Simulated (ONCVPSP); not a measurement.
## zinc: ONCV pseudisation with PBE, scalar-relativistic reference atom.

zinc, optimised norm-conserving Vanderbilt (ONCV), made with ONCVPSP 4.0.1 (PBE, scalar-relativistic). Core [Ar], reference 3d10 4s1 (charge +1). Waves: 4s: rc 1.70 bohr, ncon 3, nbas 7, qcut 3.7 1/bohr, 2 projectors, debl 0.6 Ha; p scattering state at 0.44 Ha: rc 1.60 bohr, ncon 3, nbas 6, qcut 4.9 1/bohr, 2 projectors, debl 3.8 Ha; 3d: rc 1.20 bohr, ncon 4, nbas 8, qcut 11.2 1/bohr, 2 projectors, debl 0.4 Ha. Local part: polynomial inside 0.90 bohr (lpopt 5, dvloc0 -1 Ha). Core correction: Teter function, fcfact 5.5, rcfact 1.1.

In the d channel the program set the typed energies aside and used -0.726, 0.250 Ha.

All-electron outer shells of the reference configuration (PBE, scalar-relativistic, ld1.x):

| shell | level (eV) | outermost node (bohr) | outermost maximum (bohr) |
| --- | --- | --- | --- |
| 3p | -93.08 | 0.25 | 0.59 |
| 3d | -19.76 | – | 0.57 |
| 4s | -14.00 | 0.84 | 1.99 |

Question: Estimate the cutoffs (Ha) at which the residual kinetic energy of the hardest occupied pseudo-wave falls to 1 and 0.1 mHa per electron.

Answer: 59 Ha and 117 Ha.

Question: Does the potential have ghost states?

Answer: Ghosts flagged at negative energy: s at -108.0 eV; GHOST(+) flagged for p at 122.9 eV. A true bound ghost makes a file unfit for plane-wave use.

Question: Which valence shell sets the plane-wave cutoff?

Answer: 3d: 59 Ha for 1 mHa per electron, against 6 Ha for 4s.

Question: Tests: 3d10 4s2; 3d10 4s0; 3d9 4s0; 3d9 4s2 4p1. Which has the largest error in its energy relative to the reference configuration, and how large is it?

Answer: 3d9 4s2 4p1, with -136 meV (all-electron minus pseudo) on +2.36 eV.
